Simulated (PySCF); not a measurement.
Molecule: SMILES O1[C@@H](CF)CCC1, C$_{5}$H$_{9}$FO.

Cartesian coordinates in Å; atom numbers follow the order of the lines, from 1:
```xyz
16

F    -1.995    1.099   -0.359
C    -1.972   -0.155    0.200
C    -0.538   -0.677    0.352
C     0.293   -0.513   -0.939
C     1.581    0.148   -0.447
C     1.078    0.892    0.788
O     0.150    0.007    1.384
H    -2.449   -0.075    1.180
H    -2.553   -0.806   -0.461
H    -0.616   -1.727    0.662
H    -0.227    0.148   -1.632
H     0.468   -1.468   -1.430
H     2.310   -0.608   -0.152
H     2.028    0.810   -1.184
H     1.851    1.105    1.527
H     0.582    1.829    0.499
```

Frames of a GFN2-xTB Langevin trajectory at 300 K; GIAO PBE0/pcSseg-1 shieldings in PySCF 2.14, gas phase, non-relativistic; equivalent atoms averaged within each frame.

References, each an isolated molecule treated in the same way: $^{19}$F (170.95 ppm) against CFCl3; $^{13}$C (186.93 ppm) and $^{1}$H (31.72 ppm) vs TMS; $^{17}$O (336.08 ppm) against H2O. The references are static minima.

**Question.** How do the shifts (ppm) fluctuate along the trajectory?

**Answer.** 
```
         time (fs)      F1    C2    C3    C6    C5    C4    O7   H15    H9   H16
optimised geometry  -262.1  90.6  82.1  73.3  31.4  26.8  78.0  4.12  4.45  3.83
               250  -247.7  94.0  86.1  77.5  31.5  27.2  89.5  5.20  4.67  4.23
               425  -253.9  87.2  82.8  74.2  32.7  25.7  80.6  3.31  3.65  4.00
               625  -253.5  92.6  79.1  75.5  30.7  33.8  81.2  4.12  4.90  3.64
               800  -266.8  86.6  84.6  67.3  26.3  26.5  77.8  3.87  5.02  4.33
              1000  -264.8  91.4  89.0  77.1  29.7  30.6  82.1  5.34  4.14  4.28
    mean of frames  -257.4  90.4  84.3  74.3  30.2  28.8  82.3  4.37  4.48  4.09
standard deviation     8.2   3.3   3.7   4.2   2.4   3.4   4.4  0.87  0.57  0.28
```

5 frames give an uncertainty of the mean of about the standard deviation over 2.2 at best, since frames this close in time may not be independent; classical motion lacks zero-point vibration, and the reference would need the same averaging.
